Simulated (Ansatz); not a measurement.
Isolated molecules relaxed with PBE0-D4/def2-TZVP in Ansatz; ΔE leaves out vibrations. CBS: MP2 limit from def2 TZ/QZ plus the TZ coupled-cluster correction, frozen cores. This one scheme is used for every species. DFT in def2-TZVPP. One conformer a species, not always the lowest.

Reaction (ligand exchange at the Si–S bond): `F[SiH2]S[SiH3]` + `N[Si](F)(Cl)Cl` → `F[SiH2]N[Si](F)(Cl)Cl` + `[SiH3]S`

| level | ΔE (eV) |
| --- | --- |
| PBE | 0.07 |
| BLYP | -0.02 |

(1) What does CCSD(T)/CBS give? (An estimate is asked.)

(2) What do rigid-rotor, harmonic-oscillator terms from PBE0-D4/def2-TZVP frequencies (298.15 K, 1 bar) make of the CCSD(T)/CBS value? (Best estimate.)

Largest T1 diagnostic among the species: 0.012.

Results:

(1) The calculation gave: -0.02 eV. The listed levels differ from it by 0.09, 0.00 eV.

(2) The calculation gave: ΔZPE = -0.06 eV, ΔH = -0.08 eV, ΔS = -7 J/(mol·K), ΔG = -0.06 eV. Modes under 50 cm⁻¹ make the entropy rough.

At CCSD(T), def2-SVP lies −0.10 eV from the extrapolated value and def2-TZVPP −0.05 eV. From BLYP to BHLYP (50 % exact exchange), in def2-TZVPP and without D4, ΔE moves by −0.04 eV. Leaving LDA and LC-ωPBE aside and taking each functional with its dispersion term where it has one, the values, not all of them listed here, spread over 0.14 eV, from CAM-B3LYP-D4 to PBE-D4.
